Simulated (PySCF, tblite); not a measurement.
A set of runs on `Cc1cccc([O])c1` [radical]; the geometry of each is named by its level. Settings lines and outputs come from a driver script.

Compound: C7H7O (doublet state).
Bonds: C1–C2, C2–C3 (aromatic), C3–C4 (aromatic), C4–C5 (aromatic), C5–C6 (aromatic), C6–O7, C6–C8 (aromatic), C2–C8 (aromatic). Hydrogens: H9, H10, H11 on C1; H12 on C3; H13 on C4; H14 on C5; H15 on C8.

Step 1: GFN2-xTB geometry optimisation, gas phase (tblite 0.8.0) (from a force-field or distance-geometry start)
```json
{"job": {"kind": "relax", "xc": "GFN2-xTB", "basis": "xTB"}, "charge": 0, "multiplicity": 2}
```
```
step      E/eV     max force
  0    -613.55481    2.394
  1    -613.66261    1.520
  2    -613.68724    0.438
...
 19    -613.72086    0.018
 20    -613.72090    0.020
 21    -613.72093    0.016
 22    -613.72095    0.016
 23    -613.72097    0.009
```

Energy lowered by 3.8 kcal/mol over 23 steps; largest atomic force 0.009 eV/Å at the end. «max force» is the largest atomic force in eV/Å.

Step 2: GFN2-xTB harmonic vibrations, gas phase (tblite 0.8.0) (on the GFN2-xTB geometry)
```json
{"job": {"kind": "ir", "xc": "GFN2-xTB", "basis": "xTB"}, "charge": 0, "multiplicity": 2}
```
```
(table of modes left out)
```

39 modes from -12 to 3104 cm⁻¹ (unscaled, harmonic, a negative number standing for an imaginary wavenumber); zero-point energy 72.6 kcal/mol from the real modes; the lowest is imaginary at this level.

Step 3: UKS B3LYP, pcH-1 on C H O, non-relativistic, mean-field spin-orbit, GIAO (PySCF 2.14.0) (on the GFN2-xTB geometry)
```json
{"job": {"kind": "epr", "basis": "pcH-1"}, "charge": 0, "multiplicity": 2}
```
```
...
E = -346.16961273 Eh   <S^2> = 0.7859 (exact 0.7500)
g shifts (ppm)      1          2          3
  rmc          -207       -207       -207
  gc            -13         38         43
  oz_so           3       2510       8820
  total        -217       2342       8656
hyperfine (MHz)  atom isotope    a_iso     a_fc   dipolar eigenvalues
    0   13C       3.51       3.51     -0.73      0.03      0.70
    1   13C     -27.19     -27.19    -19.31      8.82     10.49
    2   13C      35.75      35.75    -32.89    -30.78     63.66
    3   13C     -27.46     -27.46    -19.42      8.64     10.79
    4   13C      24.33      24.33    -24.87    -23.78     48.65
    5   13C     -36.01     -36.01    -12.37      2.85      9.52
    6   17O     -26.95     -26.95   -125.70     62.79     62.91
    7   13C      22.57      22.57    -23.44    -22.35     45.79
    8    1H      -3.88      -3.88     -1.28     -1.14      2.42
    9    1H     -14.80     -14.80     -1.37     -0.32      1.68
   10    1H      -5.29      -5.29     -1.15     -0.82      1.98
   11    1H     -26.60     -26.60    -15.92     -0.58     16.50
   12    1H       7.90       7.90     -3.11     -0.91      4.02
   13    1H     -20.82     -20.82    -10.29     -2.13     12.42
   14    1H     -19.54     -19.54     -9.61     -2.11     11.71
```

⟨S²⟩ 0.786; g_iso 2.0059. rmc, gc and oz_so are the mass-correction, gauge-correction and orbital-Zeeman/spin–orbit parts of the g shift along its three principal axes; a_iso is the isotropic hyperfine coupling and a_fc its Fermi-contact part. The log counts atoms from 0, this text from 1.

Q: Which step took the most CPU time, and about what did each take on one thread of an Arm Neoverse V1, no GPU, on a shared host?

A: Step 3, about 99 % of the total. CPU time by step: 1: 0.13 s, 2: 0.41 s, 3: 64 s.

Geometry of the electronic-property runs (GFN2-xTB):
```
atom  x, y, z in Å
C1     2.225   -0.112   -0.102
C2     0.730   -0.027   -0.044
C3    -0.043   -1.194   -0.142
C4    -1.438   -1.145   -0.076
C5    -2.087    0.045    0.089
C6    -1.346    1.289    0.200
O7    -1.911    2.380    0.352
C8     0.097    1.178    0.120
H9     2.545   -0.991   -0.657
H10    2.631   -0.184    0.907
H11    2.645    0.775   -0.569
H12    0.450   -2.146   -0.276
H13   -2.001   -2.064   -0.160
H14   -3.163    0.104    0.140
H15    0.660    2.098    0.197
```

 (This holds for the electronic-property runs.)
